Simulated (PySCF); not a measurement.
Ga(Cl)3 anion (Cl3Ga), SMILES [Cl][Ga]([Cl])[Cl] (connectivity only; charge and spin as stated), charge -1, multiplicity 2.

The structure is a stationary point at PBE0-D3(BJ)/def2-SVPD. The multiplicity is an assumed one; other spin states were not compared. The isomer is the one that the SMILES or the coordinates give; other isomers of the formula were not compared.

Method: PySCF with IEF-PCM-B3LYP/def2-SVPD.

The values are the electrostatic part of the solvation free energy, E(continuum) − E(gas) at the gas-phase geometry, in a cavity of scaled van der Waals radii (PySCF's table); cavitation and dispersion terms are not included. A continuum can't describe solvent molecules that bind to the metal.

Computed values in water (ε = 78.36), chlorobenzene (ε = 5.70), methanol (ε = 32.61):
```tsv
solvent	ε	ΔG(elec) (kcal/mol)
water	78.36	-47.3
chlorobenzene	5.70	-39.2
methanol	32.61	-46.4
```
